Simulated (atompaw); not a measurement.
**Before and after: PAW (atompaw) potential for antimony (Sb)**

- Element: Sb (Z = 51)
- Generator: atompaw 4.2.0.5
- Type: PAW
- Functional: PBE
- Relativity: scalar-relativistic
- Frozen core: [Kr] 4d10
- Valence charge: 5
- Reference configuration: 5s2 5p3
- Partial waves: 5s (bound): rc 1.75 bohr; 5s channel at 0.2 Ry: rc 1.75 bohr; 5p (bound): rc 1.75 bohr; 5p channel at 3.55 Ry: rc 1.75 bohr; 5d channel at 0.35 Ry: rc 1.75 bohr
- Local potential: troulliermartins scheme with l = 3 at -0.5 Ry, radius 1.30 bohr
- Core correction: smooth core density matched at 1.20 bohr
- Augmentation charge: besselshape compensation charge, radius 1.40 bohr; PAW radius 1.75 bohr; waves and projectors: custom polynom2 7 10 vanderbiltortho

All-electron outer shells of the reference configuration (PBE, scalar-relativistic, ld1.x):

```json
{"shell": "4p", "level (eV)": "-101.79", "outermost node (bohr)": "0.39", "outermost maximum (bohr)": "0.76"}
{"shell": "4d", "level (eV)": "-33.51", "outermost node (bohr)": "0.38", "outermost maximum (bohr)": "0.84"}
{"shell": "5s", "level (eV)": "-12.83", "outermost node (bohr)": "0.95", "outermost maximum (bohr)": "1.90"}
{"shell": "5p", "level (eV)": "-4.83", "outermost node (bohr)": "1.04", "outermost maximum (bohr)": "2.35"}
```

Change: wave 5d channel at 0.35 Ry: rc 1.75 bohr becomes 5d channel at 7.59 Ry: rc 1.75 bohr.

Cutoffs: the cutoffs (Ry, on a coarse ladder) from which the occupation-weighted sum of valence levels, in a spherical-Bessel basis at the reference potential, stays within 10 and 1 mRy of its value at 400 Ry; they do not see the model core or the augmentation charge, which bear on the density cutoff.

Question: What does the change do?

Answer: The potential gets neither clearly harder nor softer (21 Ry and 25 Ry → 21 Ry and 25 Ry); the bound ghosts move from d, p, s to p, s.

| quantity | base | changed |
| --- | --- | --- |
| cutoff, loose | 21 Ry | 21 Ry |
| cutoff, tight | 25 Ry | 25 Ry |
| bound ghosts | s, p, d | s, p |
| s: phases at 1.76 bohr within 0.05 rad from the reference energy up to (Ry; the scan ends near 5) | to the end of the scan | to the end of the scan |
| p: phases at 1.76 bohr within 0.05 rad from the reference energy up to (Ry; the scan ends near 5) | to the end of the scan | to the end of the scan |
| d: phases at 1.76 bohr within 0.05 rad from the reference energy up to (Ry; the scan ends near 5) | 0.9 | n/a |
| lowest overlap eigenvalue by channel | s 0.18, p 0.25, d 1.00 | s 0.18, p 0.25, d 0.69 |

 A true bound ghost makes a file unfit for plane-wave use even where its test errors are small: the radial tests pick states by their node count and pass the ghost by. The cutoffs see the waves, projectors and local potential, not the compensation charge or the core.
